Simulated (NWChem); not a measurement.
# SiHSeF3; SMILES F[Si]([SeH])(F)F

```xyz
6

F      0.7156     1.4547    -1.2758
Si    -0.0135     0.8201     0.0000
F      0.7156     1.4547     1.2758
F     -1.5373     1.3037     0.0000
Se    -0.0094    -1.4107     0.0000
H      1.4631    -1.4363     0.0000
```
Atoms are numbered in this order, from 1.

All runs use the structure optimised with PBE0/def2-SVP.

Symmetry labels are those of Cs in the frame above (b1 and b2, or b-type labels, depend on it).

Task: List the 6 lowest vertical singlet excitations from B3LYP/6-31G* (spherical d), full TDDFT (NWChem).

Result: 
```
state  energy (eV)  oscillator strength  symmetry  leading excitation (squared amplitude)
-----  -----------  -------------------  --------  --------------------------------------
S1            5.77                0.004        a"                      HOMO → LUMO (1.00)
S2            6.50                0.015        a"                    HOMO → LUMO+1 (1.00)
S3            8.06                0.000        a"                    HOMO → LUMO+2 (1.00)
S4            8.22                0.003        a'                    HOMO−1 → LUMO (0.52)
S5            8.58                0.018        a'                  HOMO−1 → LUMO+1 (0.63)
S6            9.19                0.001        a"                    HOMO → LUMO+4 (0.99)
```
